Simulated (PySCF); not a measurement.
## V⁺ (vanadium, charge +1) across methods

[Ar] 3d3 4p1, one real determinant (an excited configuration). Computed with PySCF 2.14 in aug-cc-pVTZ with one added diffuse shell each of s, p, d, f, g type (9s8p6d4f3g, 118 functions), with no relativity, point nucleus. The B2PLYP total includes its PT2 part (frozen core); its orbital energies are those of the SCF part.

| method | E (hartree) | mean ε 3p β (eV) | mean ε 3d α (eV) | mean ε 4p α (eV) | Σ⟨r²⟩ (bohr²) | ⟨S²⟩ |
| --- | --- | --- | --- | --- | --- | --- |
| r2SCAN0 | -943.471 | -53.844 | -17.520 | -8.578 | 32.52 | 6.001 |
| LDA | -941.324 | -50.773 | -15.149 | -8.098 | 32.28 | 6.000 |
| BP86 | -943.616 | -50.826 | -15.166 | -8.170 | 32.31 | 6.000 |
| PBE | -943.264 | -50.675 | -15.092 | -8.075 | 32.49 | 6.000 |
| B2PLYP | -943.257 | -55.870 | -19.212 | -8.919 | 33.00 | 6.001 |
| PBE0 | -943.307 | -53.358 | -17.153 | -8.586 | 32.62 | 6.001 |
| UHF | -942.54278 | -60.097 | -22.861 | -9.732 | 33.80 | 6.002 |
| r2SCAN | -943.480 | -51.401 | -15.550 | -8.100 | 32.37 | 6.001 |

⟨L²⟩ = 14.02 against 20 for a pure G term, so this real determinant mixes terms.
